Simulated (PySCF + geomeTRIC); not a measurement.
Species: [Y(NH2)3] (charge 0, multiplicity 1).

Q: Give a relaxed geometry from TPSS-D3(BJ)/def2-SVP in PySCF + geomeTRIC.

A: Several could match; the one computed here: the end point of this relaxation, one of several conformers.
Cartesian coordinates (Å) in one orientation:
```xyz
10

Y     -0.099    -0.053     0.029
N     -0.900    -0.293    -1.965
H     -1.672     0.235    -2.392
H     -0.602    -0.957    -2.692
N      1.544    -1.292     0.690
H      2.022    -2.030     0.155
H      2.018    -1.279     1.603
N     -0.938     1.423     1.367
H     -0.635     1.625     2.329
H     -1.710     2.078     1.191
```
